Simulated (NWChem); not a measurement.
Species: C3H3N2, doublet; SMILES [N]1C=NC=C1

Task: Give the equilibrium geometry at PBE0/def2-SVP, spin-unrestricted (NWChem) as an XYZ file, with the point group.

Result: point group Cs; any orientation.
```
8

C     -0.6839    -0.0428    -0.9364
C      0.6839    -0.0428    -0.9364
N      1.0558    -0.0210     0.3814
C      0.0000    -0.0617     1.1841
N     -1.0558    -0.0210     0.3814
H     -1.4242    -0.0425    -1.7328
H      1.4242    -0.0425    -1.7328
H      0.0000    -0.0504     2.2707
```
